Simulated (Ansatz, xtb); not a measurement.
**Relaxing a trial structure of C2H4Al2F**

The starting geometry of this gas-phase doublet was built from a drawn formula by distance geometry and a force field; its bonds are those of `F[CH][Al]1[CH2][AlH]1`.

```tsv
atom	x (Å)	y (Å)	z (Å)
C	1.6514	0.4160	2.3614
C	1.2639	0.8668	-1.4282
Al	0.9903	0.6186	0.5152
Al	-0.7405	1.1234	-1.2590
F	0.6092	-0.0866	3.1752
H	1.9829	1.4594	2.6987
H	1.4901	-0.0320	-2.0295
H	1.7826	1.7769	-1.7249
H	-2.1383	1.4727	-1.8481
```

Question: Where would you expect an optimisation with r2SCAN-D4/def2-SVP to take it?

Answer: It keeps its bonds, and is `F[CH][Al]1[CH2][AlH]1`.

The energy falls by 0.86 eV over 19 steps:

| step | E − E(last) (eV) |
| --- | --- |
| 1 | 0.856 |
| 3 | 0.325 |
| 5 | 0.042 |
| 7 | 0.022 |
| 9 | 0.001 |
| 11 | 0.001 |
| 13 | 0.000 |
| 15 | 0.000 |
| 17 | 0.000 |
| 19 | 0.000 |

Final geometry (Å):

```yaml
atoms:
  - { symbol: C, position_ang: [1.4768, 0.5664, 2.2680] }
  - { symbol: C, position_ang: [1.0812, 1.1928, -1.2360] }
  - { symbol: Al, position_ang: [0.5215, 0.6182, 0.5715] }
  - { symbol: Al, position_ang: [-0.8456, 0.9062, -1.4324] }
  - { symbol: F, position_ang: [0.9227, 0.0497, 3.3782] }
  - { symbol: H, position_ang: [2.5054, 0.9094, 2.4818] }
  - { symbol: H, position_ang: [1.4081, 0.1302, -1.4392] }
  - { symbol: H, position_ang: [1.8179, 1.8712, -1.6963] }
  - { symbol: H, position_ang: [-1.9964, 1.3711, -2.4348] }
```

From the same start GFN2-xTB ends elsewhere, differing in C1–F5 (4.90 against 1.34 Å here), Al4–F5 (1.65 against 5.20 Å here).

No frequencies were run, so the end isn't proven a minimum. Open shells are spin-unrestricted. Run with Ansatz 0.2.0, 2.8 min on 2 threads of Arm Neoverse V1, on a shared host.
